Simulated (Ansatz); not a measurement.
Geometry optimisation, RKS PBE/STO-3G in Ansatz 0.2.0.

The input (input.yaml):

```yaml
crystal:
  periodic: [false, false, false]
  atoms:
    - { symbol: B, position_ang: [0.0, 0.0, 0.0] }
    - { symbol: Cl, position_ang: [0.0, 0.0, 1.86] }
    - { symbol: O, position_ang: [1.2211, 0.0, -0.705] }
    - { symbol: H, position_ang: [1.5209, -0.9519, -0.8599] }
    - { symbol: O, position_ang: [-1.2211, 0.0, -0.705] }
    - { symbol: H, position_ang: [-1.7308, -0.8467, -0.4965] }
basis:
  gaussian: { orbitals: STO-3G }
hamiltonian:
  xc: pbe
relax:
  f_tol: 0.02
  max_steps: 40
```

Run as:

```bash
$ ansatz run input.yaml --threads 1 --pin off --max-ram 2048MiB --backend cpu --events-out ev --progress --plain --runs-dir out
```

Q: Where does it end, and by what steps?

A: The run converged. Limits of this set-up: minimal basis. After 10 steps the energy has fallen by 1.338 eV; H4 moved furthest, 0.69 Å.

| step | energy less start (eV) | largest force component (eV/Å) | accepted |
| --- | --- | --- | --- |
| 0 | 0.0000 | 1.501 | yes |
| 1 | -0.3261 | 2.070 | yes |
| 2 | -0.4762 | 2.510 | yes |
| 3 | -0.8837 | 1.199 | yes |
| 4 | -1.1822 | 0.813 | yes |
| 5 | -1.3201 | 0.407 | yes |
| 6 | -1.3348 | 0.210 | yes |
| 7 | -1.3346 | 0.189 | no |
| 8 | -1.3373 | 0.061 | yes |
| 9 | -1.3377 | 0.043 | yes |
| 10 | -1.3379 | 0.001 | yes |

```xyz
6
Properties=species:S:1:pos:R:3
B 0.071 -0.239 0.069
Cl -0.233 0.166 1.817
O 1.386 -0.249 -0.346
H 1.369 -0.494 -1.346
O -0.960 -0.524 -0.808
H -1.844 -0.459 -0.293
```

Whether the end is a true minimum wasn't checked by a vibrational analysis.

Time of the run: 22 s on 1 thread of Arm Neoverse N1 (shared host), peak memory 0.11 GiB.
